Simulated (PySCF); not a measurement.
NMR problem set

- geometry from GFN2-xTB
- couplings computed with B3LYP/pcJ-1
- σ from GIAO-PBE0/pcSseg-1
- run in PySCF 2.14.0 with density-fitted response routines
- one computed conformer, rapidly exchanging positions averaged, gas phase, no relativistic terms

Chemical shifts δ = σref − σ; 1H (σref 31.72) and 13C (σref 186.93) vs TMS, all at this level. Multiplet labels drop J under 1 Hz and among equivalent protons, and merge close values. Unscaled 3J(H,H) run several per cent high. Splittings of carbon signals by F and P are missing where no couplings were computed. Where no couplings were computed, multiplicities follow the n + 1 count of equivalent neighbours, and m marks all less simple cases (inequivalent or close neighbours, rings, F or P nearby). Shifts are as computed. Against solution values, carbons near 30 ppm lie about +3 ppm off and those near 130 ppm about +5 ppm. Of 1211 compounds with measured shifts, 218 miss one by over three times the rms of a fit or turn the order of signals round; such compounds aren't used in these exercises.

Task: C11H7F. 1H NMR (400 MHz, computed): δ 7.79 (m, 1H), 7.21 (m, 1H), 7.19 (d, 1H), 2.51 (s, 3H), 2.00 (s, 1H). 13C{1H} NMR (computed): δ 176.7 (C), 148.1 (C), 142.7 (CH), 129.6 (CH), 122.1 (CH), 111.6 (C), 90.3 (C), 81.7 (CH), 73.7 (C), 72.8 (C), 24.3 (CH3). What is it?

Result: `C#CC#Cc1ccc(C)cc1F`. The formula gives 8 degrees of unsaturation (1 ring in the answer). 11 carbon signals for 11 carbons: no two carbons are equivalent. Carbon types of the structure: 6 × C, 4 × CH, 1 × CH3, which accounts for all hydrogens. δC 176.7: aromatic carbon bearing fluorine; an ipso carbon deshielded by its heteroatom. δC 142.7, 129.6, 122.1: aromatic CH. δC 90.3, 73.7, 72.8: alkyne carbon; the triple bond shields along its axis, which puts it between sp3 and sp2 carbons. δC 81.7: terminal alkyne carbon; sp carbons lie upfield of alkene carbons because the cylindrical π system leaves one tensor component strongly shielded.

The shifts were computed for this structure.

Task: C7H14N2Si. 1H NMR (300 MHz, computed): δ 7.69 (m, 1H), 7.27 (m, 1H), 2.30 (s, 3H), 0.40 (s, 9H). 13C{1H} NMR (computed): δ 147.5, 135.3, 123.1, 11.2, 0.1. What is it?

Result: `CC1=CN([Si](C)(C)C)N=C1`. The formula gives 3 degrees of unsaturation (1 ring in the answer). 5 carbon signals for 7 carbons: some carbons are equivalent by symmetry or fast rotation. Carbon types of the structure: 1 × C, 2 × CH, 4 × CH3, which accounts for all hydrogens. δC 147.5, 135.3: aromatic CH next to a ring nitrogen. δC 123.1: substituted aromatic carbon. δC 11.2: methyl carbon on an aromatic ring; aliphatic region, no heteroatom directly attached. δH 2.30: hydrogen on a methyl carbon on an aromatic ring; benzylic-type position, deshielded by the ring.

The shifts were computed for this structure.

Task: C4H2. 1H NMR (600 MHz, computed): δ 1.03 (s, 2H). 13C{1H} NMR (computed): δ 74.2 (C), 70.3 (CH). Give a structure.

Result: 1,3-butadiyne. The formula gives 4 degrees of unsaturation (no ring in the answer). 2 carbon signals for 4 carbons: some carbons are equivalent by symmetry or fast rotation. Carbon types of the structure: 2 × C, 2 × CH, which accounts for all hydrogens. δC 74.2: alkyne carbon; the triple bond shields along its axis, which puts it between sp3 and sp2 carbons. δC 70.3: terminal alkyne carbon; the triple bond shields along its axis, which puts it between sp3 and sp2 carbons. δH 1.03: hydrogen on a terminal alkyne carbon; it lies on the axis of the triple bond, in its shielding cone.
